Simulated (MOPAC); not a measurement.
MOPAC input (PM7):

```
PM7 PRECISE GNORM=0.05 LET XYZ GEO-OK AUX(PRECISION=9) THREADS=1
O2Zr

Zr   -0.18544821 1    0.12855980 1   -0.19408017 1
O     1.56263140 1   -0.09477859 1   -0.41481558 1
O    -0.63539036 1   -0.54802043 1    1.38521642 1
```

Output:

```
 *******************************************************************************
 **                                                                           **
 **                              MOPAC v23.2.5                                **
 **                                                                           **
 *******************************************************************************
 ** MOPAC's Digital Object Identifier: https://doi.org/10.5281/zenodo.6511958 **
 **                                                                           **
 ** Please cite the open-source release paper for use of this MOPAC version:  **
 ** J. E. Moussa and J. J. P. Stewart (2026)                                  **
 ** MOPAC: An open-source semiempirical molecular orbital program             **
 ** J. Open Source Softw., 11(119), 8025, https://doi.org/10.21105/joss.08025 **
 *******************************************************************************

                              PM7 CALCULATION RESULTS

 *******************************************************************************
 *  PM7        - The PM7 Hamiltonian to be used
 *  GEO-OK     - OVERRIDE INTERATOMIC DISTANCE AND OTHER SAFETY CHECKS
 *  LET        - OVERRIDE SOME SAFETY CHECKS
 *  PRECISE    - TIGHTER CRITERIA TO BE USED
 *  XYZ        - CARTESIAN COORDINATE SYSTEM TO BE USED
 *  GNORM      - EXIT WHEN GRADIENT NORM DROPS BELOW 0.050
 *  AUX        - OUTPUT AUXILIARY INFORMATION
 *******************************************************************************
PM7 PRECISE GNORM=0.05 LET XYZ GEO-OK AUX(PRECISION=9) THREADS=1
 O2Zr

   ATOM   CHEMICAL          X               Y               Z
  NUMBER   SYMBOL      (ANGSTROMS)     (ANGSTROMS)     (ANGSTROMS)

     1      Zr         -0.18544821  *   0.12855980  *  -0.19408017  *
     2       O          1.56263140  *  -0.09477859  *  -0.41481558  *
     3       O         -0.63539036  *  -0.54802043  *   1.38521642  *

          CARTESIAN COORDINATES

    NO.       ATOM           X           Y           Z

     1        Zr         -0.1854      0.1286     -0.1941
     2         O          1.5626     -0.0948     -0.4148
     3         O         -0.6354     -0.5480      1.3852

 General Reference for PM7:
 "Optimization of Parameters for Semiempirical Methods VI: More Modifications to the
 NDDO Approximations and Re-optimization of Parameters", J. J. P. Stewart, J. Mol. Mod., 1:32, 19 (2013)
 https://link.springer.com/article/10.1007/s00894-012-1667-x

           Empirical Formula: O2 Zr  =     3 atoms

      MOLECULAR POINT GROUP   :   C2v

      RHF CALCULATION, NO. OF DOUBLY OCCUPIED LEVELS = 8

          Geometry optimization using EF

          DIAGONAL MATRIX USED AS START HESSIAN

 CYCLE:     1  GRAD.:    26.380 HEAT: -57.52298
 CYCLE:     2  GRAD.:   121.170 HEAT: -51.89163
 CYCLE:     3  GRAD.:     5.494 HEAT: -57.98839
 CYCLE:     4  GRAD.:     0.624 HEAT: -58.00078
 CYCLE:     5  GRAD.:     0.054 HEAT: -58.00120
 CYCLE:     6  GRAD.:     0.007 HEAT: -58.00120

     GRADIENT =  0.00739 IS LESS THAN CUTOFF =  0.05000

 -------------------------------------------------------------------------------
 PM7 PRECISE GNORM=0.05 LET XYZ GEO-OK AUX(PRECISION=9) THREADS=1
 O2Zr

     GEOMETRY OPTIMISED USING EIGENVECTOR FOLLOWING (EF).
     SCF FIELD WAS ACHIEVED

                              PM7 CALCULATION
                                                       MOPAC v23.2.5 Linux

          FINAL HEAT OF FORMATION =        -58.00120 KCAL/MOL =    -242.67702 KJ/MOL

          COSMO AREA              =        144.23 SQUARE ANGSTROMS
          COSMO VOLUME            =        159.80 CUBIC ANGSTROMS

          GRADIENT NORM           =          0.00739          =       0.00427 PER ATOM
          IONIZATION POTENTIAL    =          7.870496 EV
          HOMO LUMO ENERGIES (EV) =         -7.870  0.093
          NO. OF FILLED LEVELS    =          8
          MOLECULAR WEIGHT        =        123.2188         POINT GROUP:  C2v

          MOLECULAR DIMENSIONS (Angstroms)

            Atom       Atom       Distance
            O     3    O     2     2.95804
            O     2   Zr     1     1.01674
            O     3   Zr     1     0.00000

          SCF CALCULATIONS        =          7

   ATOM   CHEMICAL          X               Y               Z
  NUMBER   SYMBOL      (ANGSTROMS)     (ANGSTROMS)     (ANGSTROMS)

     1      Zr         -0.17835519  *   0.12364256  *  -0.18665682  *
     2       O          1.58513862  *  -0.08252074  *  -0.44904494  *
     3       O         -0.67483411  *  -0.54853703  *   1.40172050  *

                             CARTESIAN COORDINATES

   1   Zr       -0.178355187     0.123642562    -0.186656820
   2    O        1.585138618    -0.082520737    -0.449044944
   3    O       -0.674834112    -0.548537031     1.401720504

           Empirical Formula: O2 Zr  =     3 atoms

      MOLECULAR POINT GROUP   :   C2v

                  EIGENVALUES
 -22.08985 -21.56965 -10.06817  -9.66730  -8.90515  -8.67317  -8.29576  -7.87050
   0.09296   2.08949   2.87306   3.85108   5.84938   6.39512  18.64675  19.55196
  20.48416

              NET ATOMIC CHARGES AND DIPOLE CONTRIBUTIONS

  ATOM NO.   TYPE          CHARGE      No. of ELECS.   s-Pop       p-Pop       d-Pop
    1         Zr           1.902545        2.0975     0.11119     0.06041     1.92586
    2          O          -0.951273        6.9513     1.79207     5.15920
    3          O          -0.951272        6.9513     1.79207     5.15920
 DIPOLE           X         Y         Z       TOTAL
 POINT-CHG.    -5.789     4.013    -6.059     9.291
 HYBRID        -0.787     0.546    -0.824     1.263
 SUM           -6.576     4.559    -6.882    10.555

          ATOMIC ORBITAL ELECTRON POPULATIONS

     Atom    s        px        py        pz      x^2-y^2     xz        z^2       yz        xy
    1 Zr   0.11119   0.02851   0.00897   0.02293   0.32264   0.44337   0.40893   0.32954   0.42138
    2  O   1.79207   1.83588   1.61937   1.70395
    3  O   1.79207   1.72341   1.63545   1.80034

 **********************
 *                    *
 * JOB ENDED NORMALLY *
 *                    *
 **********************

 == MOPAC DONE ==
```

The geometry given is a B3LYP-D3(BJ)/def2-TZVP minimum.
